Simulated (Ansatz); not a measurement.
Reaction (formal exchange of groups at a Ge–B bond): `[SiH3][SiH2][BH][GeH3]` + `BOC` → `BO[CH2][GeH3]` + `B[SiH2][SiH3]`

Program: Ansatz. Geometries: PBE0-D4/def2-TZVP. ΔE: electronic, gas phase. CCSD(T)/CBS adds triple-zeta CCSD(T) − MP2 to the extrapolated MP2 energy (def2 sets, frozen cores). DFT in def2-TZVPP. For Ge outer-core shells are correlated without core-valence functions, which leaves a few kJ/mol of doubt a bond. Scalar relativity is left out up to krypton. One conformer a species, not always the lowest.

```tsv
level	ΔE (kcal/mol)
r2SCAN-D4	8.3
r2SCAN	8.2
```

**Question.** What does CCSD(T)/CBS give? (Best estimate.)

**Answer.** Ansatz gave: +7.5 kcal/mol. The listed levels differ from it by 0.8, 0.7 kcal/mol.

Largest T1 diagnostic among the species: 0.014.

In def2-TZVPP, CCSD(T) changes the Hartree–Fock value by +2.0 kcal/mol (the triples alone add +0.3 kcal/mol) and MP2 by +1.4 kcal/mol.
